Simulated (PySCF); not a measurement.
## Radial density of Lu (lutetium, neutral)

UHF, [Xe] 4f14 5d1 6s2, 2D determinant. Computed with PySCF 2.14 in ANO-RCC-VTZP, with the spin-free X2C one-electron Hamiltonian (Gaussian nucleus).

```tsv
r (bohr)	4πr²ρ (e/bohr)	4πr²(ρα − ρβ)
0.0195	88.69	-0.0011
0.0327	92.12	-0.0021
0.0551	128.2	0.0026
0.0926	102.6	0.0177
0.156	115.7	0.0063
0.262	67.17	-0.0185
0.441	68.40	-0.0084
0.742	31.30	-0.0286
1.25	11.81	0.2459
2.10	2.570	0.4047
3.53	0.8308	0.1855
5.94	0.1902	0.0235
9.98	0.004125	-0.0005
```

Densities and radii are taken from the X2C orbitals without a picture-change correction, which distorts them close to the nucleus.

Spin-orbit coupling, absent here, splits the open shell strongly.

(1) Where is the radial spin density 4πr²(ρα − ρβ) most negative, and why is it negative at all?

Answers

(1) Around r = 0.742 bohr, down to -0.0286 e/bohr: exchange with the open shell polarises the paired shells in an unrestricted calculation.
